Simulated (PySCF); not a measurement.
## How methods differ on the ionisation energy of Ti¹⁵⁺

Ti¹⁵⁺ [He] 2s2 2p3 [2p1/2^2 2p3/2^1, M_J = 3/2] → Ti¹⁶⁺ [He] 2s2 2p2 [2p1/2^2, M_J = 0], as a difference of total energies. Calculation: PySCF 2.14, in an even-tempered Gaussian basis (18 s from 3 bohr⁻², ratio 2.4; 11 p from 3.9 bohr⁻², ratio 2.4; 5 d from 16 bohr⁻², ratio 2.6; 5 f from 24 bohr⁻², ratio 2.6); the two-component X2C-1e Hamiltonian. Correlated levels: nothing frozen; the 30 highest virtual spinors dropped. "Screened" scales the spin-orbit matrix elements by Boettger's factors to mimic the two-electron term; Breit and QED terms are absent.

| method | ionisation energy (eV) |
| --- | --- |
| GHF (spin-free) | 1047.7 |
| GMP2 (spin-free) | 1047.9 |

The labels give the starting determinants; with spin-orbit coupling the two ends relaxed to ⟨J²⟩ = 1.20, ⟨L²⟩ = 1.91, ⟨S²⟩ = 1.90.

The determinant of Ti¹⁶⁺ mixes levels of different J (the jj label is only the starting occupation), so the difference between spin-free and spin-orbit rows is not the physical spin-orbit shift.

For comparison: 1042.5 ± 0.8 eV (semi-empirical (NIST evaluation); NIST Atomic Spectra Database, ionization energies).
